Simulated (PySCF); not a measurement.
C7H11BO.
Bonds: C1–C2 (double), C2–C3, C3–C4 (triple), C4–C5, C2–C6, C6–B7, B7–O8, O8–C9. Hydrogens: H10, H11 on C1; H12, H13, H14 on C5; H15, H16 on C6; H17 on B7; H18, H19, H20 on C9.

Method: TDDFT CAM-B3LYP/def2-SVPD, vertical, gas phase, core orbitals frozen in the response in PySCF. The structure is a single PBE0-D3(BJ)/def2-SVP conformer in the gas phase; no vibrational or solvent corrections. Torsions of this conformer, `[CH2:1]=[C:2]([C:3]#[C:4][CH3:5])[CH2:6][BH:7][O:8][CH3:9]`: C1–C2–C6–B7 106°, C2–C6–B7–O8 -132°, C6–B7–O8–C9 180°.

Orbital energies (eV): HOMO-3 -10.38, HOMO-2 -9.67, HOMO-1 -8.70, HOMO -7.66, LUMO 0.60, LUMO+1 1.14, LUMO+2 1.17.

Task: Among the lowest singlets, which states do these configurations lead, and at what energies: HOMO→LUMO, HOMO→LUMO+1, HOMO-1→LUMO?

Result: 

| state | leading configuration | weight | Δε (eV) | E (eV) | E − Δε (eV) | f | other configurations |
| --- | --- | --- | --- | --- | --- | --- | --- |
| S1 | HOMO-1→LUMO | 0.85 | 9.29 | 5.41 | -3.89 | 0.0047 | – |
| S2 | HOMO→LUMO | 0.83 | 8.26 | 5.52 | -2.74 | 0.278 | – |
| S3 | HOMO→LUMO+1 | 0.70 | 8.80 | 5.85 | -2.95 | 0.017 | H→L+2 (11%) |

E − Δε runs from -3.89 to -2.74 eV. By orbital difference alone the order would be S2, S3, S1. Δε is the difference of the two orbital energies.

H and L stand for HOMO and LUMO. The other states: S4 6.28 eV, f 0.0047, H→L+2 (25%), H→L+5 (18%), H→L+3 (13%); S5 6.41 eV, f 0.0017, H→L+2 (23%), H→L+8 (22%), H→L+1 (12%); S6 6.87 eV, f 0.0011, H-2→L (18%), H→L+3 (15%), H-3→L+1 (10%); S7 6.97 eV, f 0.012, H→L+4 (29%), H→L+3 (23%), H→L+2 (11%); S8 7.00 eV, f 0.116, H-1→L+1 (33%), H-2→L (27%), H-1→L+3 (10%); S9 7.06 eV, f 0.025, H-1→L+3 (24%), H-1→L+2 (22%), H-2→L (10%); S10 7.26 eV, f 0.014, H→L+2 (20%), H→L+5 (20%), H→L+4 (16%).

Task: Which computed triplets share their leading configuration (75% or more) with a singlet, and how far apart are the partners?

Result: 

| configuration | triplet | E(T) (eV) | singlet | E(S) (eV) | E(S) − E(T) (eV) |
| --- | --- | --- | --- | --- | --- |
| HOMO→LUMO | T1 | 3.40 | S2 | 5.52 | +2.13 |
| HOMO-1→LUMO | T2 | 5.09 | S1 | 5.41 | +0.32 |

The 4 triplets are Tamm–Dancoff values, the singlets full response.

Summed over the main configurations (up to three a state, each over 8%) of all 10 singlets, the electron leaves HOMO with weight 4.10, HOMO-1 with weight 1.74, HOMO-2 with weight 0.56 and HOMO-3 with weight 0.10.

The vertical ionisation energy (ΔSCF) is 8.32 eV, 1.06 eV above S10.

Time: 8.8 min wall (with the writing of density and orbital grids); peak memory 1.4 GiB. Hardware: one thread of an Arm Neoverse N1, no GPU (shared host).
